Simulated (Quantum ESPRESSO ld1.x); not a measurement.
The nuclear charge of neutral lutetium is varied continuously with 71 electrons held in [Xe] 4f14 5d1 6s2. Calculated with ld1.x of Quantum ESPRESSO 7.5: scalar-relativistic Kohn-Sham, LDA (Slater exchange, Perdew-Zunger correlation), spin-polarised, spherical densities, point nucleus; open shells are filled with parallel spins first. By the Hellmann-Feynman theorem dE/dZ = E(electron-nucleus)/Z, the electronic potential at the nucleus. The scalar-relativistic energy here is not variational (the density holds large components alone), so the two differ by a part that grows with Z.

| Z | E (hartree) | E(electron-nucleus)/Z (hartree) | HOMO | e(HOMO) (eV) | <r> HOMO (bohr) |
|---|---|---|---|---|---|
| 70.75 | -14427.645 | -502.595 | 5d | -0.433 | 3.297 |
| 71 | -14554.531 | -505.307 | 5d | -2.084 | 2.843 |
| 71.25 | -14682.106 | -508.015 | 5d | -4.043 | 2.582 |
| 71.5 | -14810.370 | -510.720 | 5d | -6.237 | 2.401 |
| 71.75 | -14939.322 | -513.425 | 5d | -8.628 | 2.263 |
| 72 | -15068.963 | -516.131 | 5d | -11.194 | 2.154 |

The central difference of E at Z = 71 is -508.922 hartree, to compare with the third column; the second derivative is -11 hartree.
